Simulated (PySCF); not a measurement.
Which determinant of SiHg lies lowest?

Unrestricted PBE0; Si def2-SVPD, Hg def2-SVPD with ECP60; scalar-relativistic core potentials (PySCF 2.14). Outer shells of the fragments: Si 3s2 3p2; Hg 5d10 6s2.

Followed along the bond (rough minima from three points):

```tsv
2Ms+1	unpaired	⟨S²⟩ at the start	R at minimum (Å)	Te (eV)
3	π ↑↑	2.01	2.58	0.00
1	π ↑↓	1.01	2.58	0.27
1	σ ↓, π ↑	1.02	3.09	0.78
1	none	0.00	2.54	1.17
3	σ ↑, π ↑	2.01	none in the scan	≤ 0.53
```

Solutions found at the starting distance of 2.490 Å, counted from the lowest of them; the search is not exhaustive and high or unbound solutions are not listed, so other states can lie among these:

```csv
2Ms+1,unpaired,term,E (eV),⟨S²⟩,⟨Lz²⟩,μ (D)
3,π ↑↑,³Σ⁻,0.00,2.01,0.00,2.01
1,π ↑↓,mixed,0.26,1.01,2.03,1.96
3,"σ ↑, π ↑",³Π,0.84,2.01,1.01,-0.55
1,"σ ↓, π ↑",mixed,1.01,1.02,1.01,-0.55
1,none,mixed,1.16,0.00,2.00,1.67
3,"σ ↑↑, π ↑↓",mixed,3.49,3.01,2.02,1.66
1,"σ ↓↓, π ↑↑",mixed,3.68,2.01,0.00,1.91
3,π ↑↑,mixed,3.84,2.01,2.01,-2.14
3,"σ ↑, π ↑",³Π,4.11,2.03,1.01,3.35
1,"σ ↓, π ↑",mixed,4.43,1.03,1.02,3.43
```

A term symbol is given only where ⟨S²⟩ and ⟨Lz²⟩ are close to those of a pure state; real π, δ and φ orbitals otherwise mix terms. A positive dipole means Si(−)Hg(+).

Spin–orbit coupling is left out. Counting both spins, an empty level lies below a filled one in some of these solutions, because spin and occupation are held.
